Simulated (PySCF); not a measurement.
C₂H₆FNZn. Atoms are numbered in the order given.

```xyz
11

Zn    -0.6981     0.0018     0.0000
F     -2.4416     0.0174     0.0000
N      1.1087    -0.1620     0.0000
C      1.8779     0.0362    -1.2071
C      1.8779     0.0362     1.2071
H      2.7472    -0.6538    -1.2413
H      2.2899     1.0654    -1.3107
H      1.2739    -0.1667    -2.1069
H      2.2899     1.0654     1.3107
H      2.7472    -0.6538     1.2413
H      1.2739    -0.1667     2.1069
```

Coordinates come from a B3LYP-D3(BJ)/def2-SVP optimisation. The structure was generated by enumeration; whether it is a known compound was not checked. One conformer was computed; it need not be the lowest.

All values below come from PySCF with ωB97X/def2-TZVP.

ESP charges are fitted to the potential on shells at 1.4 to 2.0 van der Waals radii. Atomic charges (e):

```
atom    IAO  Mulliken  ESP fit
----  -----  --------  -------
Zn1    1.43      0.57     0.95
F2    -0.80         ?    -0.55
N3    -0.78         ?    -0.42
C4    -0.28         ?    -0.51
C5    -0.28         ?    -0.51
H6     0.12      0.11     0.19
H7     0.11      0.11     0.17
H8     0.13      0.11     0.16
H9     0.11      0.11     0.17
H10    0.12      0.11     0.19
H11    0.13      0.11     0.16
```

Problem. Fill in the missing entries. (Estimate from the structure and the level; the computed values follow.)

Solution. 
- F2, Mulliken: -0.48
- N3, Mulliken: -0.25
- C4, Mulliken: -0.25
- C5, Mulliken: -0.25
